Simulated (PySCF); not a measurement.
# Worked example: dipole moment from atomic charges

Zn(F)(SiH3) (FH3SiZn), SMILES [F][Zn][SiH3]. Atoms are numbered in the order given.

```xyz
6

Zn     0.0000     0.0000    -0.4537
F      0.0000     0.0000    -2.2258
Si     0.0000     0.0000     1.8882
H      1.2040     0.6951     2.4026
H      0.0000    -1.3902     2.4026
H     -1.2040     0.6951     2.4026
```

Geometry: B3LYP-D3(BJ)/def2-TZVP.

Charges (e) from B3LYP/def2-TZVPD (PySCF):

| atom | ESP fit | IAO |
|---|---|---|
| Zn1 | 0.723 | 1.186 |
| F2 | -0.524 | -0.827 |
| Si3 | -0.303 | -0.050 |
| H4 | 0.035 | -0.103 |
| H5 | 0.034 | -0.103 |
| H6 | 0.035 | -0.103 |

The dipole moment of the full density is 2.72 D.

**Question.** What dipole moment does each set of point charges give, and which comes closer to that of the density?

**Answer.** 
μ = Σ q r, and 1 e Å = 4.8032 D.
ESP fit: Σ q r = (0.000, 0.001, 0.516) e Å, |μ| = 2.48 D.
IAO: Σ q r = (0.000, 0.000, 0.466) e Å, |μ| = 2.24 D.
ESP fit comes closer in size. Point charges leave out the atoms' own dipoles (lone pairs, polarised bonds); fits to the potential absorb them, partitions of the density don't.
